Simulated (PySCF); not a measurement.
trimethylsulfonium (C3H9S), SMILES C[S+](C)C, charge +1. Atoms are numbered in the order given.

```xyz
13

C     -1.4151    -0.8170    -0.2657
S      0.0000     0.0000     0.5219
C      0.0000     1.6340    -0.2657
C      1.4151    -0.8170    -0.2657
H     -1.3258    -0.7655    -1.3595
H     -2.3208    -0.3035     0.0853
H     -1.4233    -1.8581     0.0853
H      0.0000     1.5309    -1.3595
H      0.8975     2.1617     0.0853
H     -0.8975     2.1617     0.0853
H      1.3258    -0.7655    -1.3595
H      2.3208    -0.3035     0.0853
H      1.4233    -1.8581     0.0853
```
Charge +1, spin multiplicity 1.

Geometry optimised at B3LYP-D3(BJ)/def2-SVP.

Level of theory: PySCF 2.14.0 with B3LYP-D3(BJ)/def2-SVP.

Frequencies are harmonic and unscaled.

Modes within 1.5 cm⁻¹ of each other (mostly degenerate sets) share a row, with their intensities summed.

Computed vibrational spectrum:
| mode | ν (cm⁻¹) | IR (km/mol) | Raman (Å⁴/amu) | depolarisation | moving atoms (share of kinetic energy) |
|---|---|---|---|---|---|
| 1 | 162 | 0.0 | 0.0 | – | H 99 % |
| 2–3 | 205 | 0.2 | 0.0 | – | H 97 % |
| 4–5 | 260 | 0.1 | 5.3 | 0.75 | C 54 %, H 36 %, S 11 % |
| 6 | 291 | 0.1 | 1.2 | 0.29 | C 34 %, S 33 %, H 33 % |
| 7 | 634 | 2.7 | 20.8 | 0.05 | C 69 %, S 16 %, H 15 % |
| 8–9 | 712 | 1.1 | 15.4 | 0.75 | C 56 %, S 33 %, H 11 % |
| 10 | 890 | 0.0 | 0.0 | – | H 86 %, C 14 % |
| 11–12 | 934 | 4.1 | 1.6 | 0.75 | H 85 %, C 14 % |
| 13–14 | 1048 | 23.7 | 6.6 | 0.75 | H 73 %, C 22 % |
| 15 | 1053 | 9.0 | 3.5 | 0.58 | H 71 %, C 20 %, S 9 % |
| 16–17 | 1328 | 1.0 | 2.1 | 0.75 | H 86 %, C 13 % |
| 18 | 1365 | 2.6 | 0.2 | 0.61 | H 86 %, C 14 % |
| 19 | 1418 | 0.0 | 0.0 | – | H 95 % |
| 20–21 | 1429 | 19.3 | 43.7 | 0.75 | H 96 % |
| 22–23 | 1438 | 51.6 | 24.7 | 0.75 | H 96 % |
| 24 | 1449 | 48.2 | 0.6 | 0.04 | H 96 % |
| 25–27 | 3055 | 9.4 | 345.2 | 0.00 | H 98 % |
| 28–30 | 3180 | 31.1 | 194.5 | – | H 90 %, C 10 % |
| 31–33 | 3184 | 14.5 | 138.9 | 0.70 | H 90 %, C 10 % |
